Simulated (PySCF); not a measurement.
## Electron correlation in Bi+ (bismuth, charge +1)

[Xe] 4f14 5d10 6s2 6p1 6d1, one real determinant (an excited configuration). Computed with PySCF 2.14 in aug-cc-pwCVTZ-DK3 (11s10p8d5f1g, 125 functions), with the spin-free X2C one-electron Hamiltonian (Gaussian nucleus). Frozen: [Xe] 4f14 5d10; 4 electrons correlated.

| level | correlation energy (mhartree) |
| --- | --- |
| CCSD | -64.27 |
| (T) | -6.27 |
| CCSD(T) | -70.54 |

Diagnostics: T1 = 0.040, D1 = 0.1100, largest double amplitude 0.355.

Q: Is a single reference adequate?

A: Not fully. The real determinant used has ⟨L²⟩ near 8 against 12 for a pure F term, so it mixes terms. Spin-orbit coupling, absent here, splits the open shell strongly. The outer electron is Rydberg-like, and this basis confines it to a smaller radius and binds it less than a complete one would. T1 exceeds 0.03, a sign that the reference determinant is poor. A double-excitation amplitude exceeds 0.15, a sign of near-degeneracy.

The reference is one real determinant that mixes LS terms of this configuration.
